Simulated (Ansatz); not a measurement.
Geometry optimisation, Ansatz, RKS BLYP-D4/def2-SVP.

The input (input.yaml):

```yaml
crystal:
  periodic: [false, false, false]
  atoms:
    - { symbol: B, position_ang: [-0.001583, 0.278852, 0.036584] }
    - { symbol: Cl, position_ang: [-0.168573, 0.581861, 1.835057] }
    - { symbol: H, position_ang: [1.097839, 0.204068, -0.437733] }
    - { symbol: Cl, position_ang: [-1.439953, 0.347137, -0.974461] }
    - { symbol: S, position_ang: [0.082767, -2.765837, 0.552762] }
    - { symbol: H, position_ang: [-1.231639, -2.81961, 0.192281] }
    - { symbol: H, position_ang: [-0.213058, -1.986472, 1.658211] }
basis:
  gaussian: { orbitals: def2-SVP }
hamiltonian:
  xc: blyp
  dispersion: d4
relax:
  f_tol: 0.03
  max_steps: 50
output:
  orbitals: {}
```

Run as:

```bash
$ ansatz run input.yaml --threads 1 --pin off --max-ram 2048MiB --backend cpu --events-out ev --progress --plain --runs-dir out
```

Task: Where does it end, and by what steps?

Result: The run converged. After 7 steps the energy has fallen by 0.064 eV; H7 moved furthest, 0.40 Å.

```tsv
step	energy less start (eV)	largest force component (eV/Å)	accepted
0	0.0000	0.832	yes
1	-0.0239	0.690	yes
2	-0.0340	0.681	yes
3	-0.0433	0.569	yes
4	-0.0529	0.315	yes
5	-0.0569	0.169	yes
6	-0.0593	0.158	yes
7	-0.0636	0.024	yes
```

```xyz
7
Properties=species:S:1:pos:R:3
B -0.008 0.321 0.046
Cl -0.159 0.768 1.755
H 1.082 0.206 -0.446
Cl -1.442 0.316 -0.993
S 0.090 -2.705 0.524
H -1.226 -2.704 0.169
H -0.211 -2.362 1.808
```

Whether the end is a true minimum wasn't checked by a vibrational analysis.

Time of the run: 22 s on 1 thread of Arm Neoverse V1, on a shared host, peak memory 0.12 GiB.
